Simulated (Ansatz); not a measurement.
C₂H₃O₂ (SMILES CO[C]=O), doublet, at a GFN2-xTB geometry; R2SCAN/STO-3G (Ansatz, a quantum-chemistry and plane-wave program).

The Ansatz input:
Ansatz 0.2 input:
```yaml
crystal:
  periodic: [false, false, false]
  atoms:
    - {symbol: C, position_ang: [-0.93387820, -0.06541199, 0.01318371]}
    - {symbol: O, position_ang: [-0.95258739, -1.26170140, 0.00490787]}
    - {symbol: O, position_ang: [-0.02803634, 0.83430160, 0.00637219]}
    - {symbol: C, position_ang: [1.38446796, 0.45047108, -0.01701847]}
    - {symbol: H, position_ang: [1.94352282, 1.38117052, -0.01853930]}
    - {symbol: H, position_ang: [1.61200272, -0.14253780, 0.86761719]}
    - {symbol: H, position_ang: [1.58592576, -0.12978890, -0.91630983]}
basis:
  gaussian:
    orbitals: STO-3G
hamiltonian:
  xc: r2scan
magnetization: {spin_polarized: true, initial_magnetization: 1}
```

What the program printed (banner, timings and long lists left out):

```
Functional definition: r2SCAN
328 factors; integrals over basis functions are off by at most 3.9e-5 eV
mean field evaluation 1: about -6128.7622 eV, gradient 1.3e1 eV
mean field evaluation 2: about -6120.9322 eV, gradient 4.3e1 eV
mean field evaluation 4: about -6129.8166 eV, gradient 1.4e0 eV
mean field evaluation 8: about -6129.7392 eV, gradient 6.2e-2 eV
mean field evaluation 16: about -6129.7392 eV, gradient 1.1e-5 eV
mean field -6129.73919625 eV, -225.2637605756 hartree, gradient 1.1e-5 eV, S^2 0.752245; 0 other end points of the search recorded, 0 dependent functions left out
reference -6129.73920056 eV, -225.2637607340 hartree; 16, 15 occupied and 7, 8 virtual orbitals, 328 factors
Total energy: -6129.73920056 eV, -225.2637607340 hartree
```
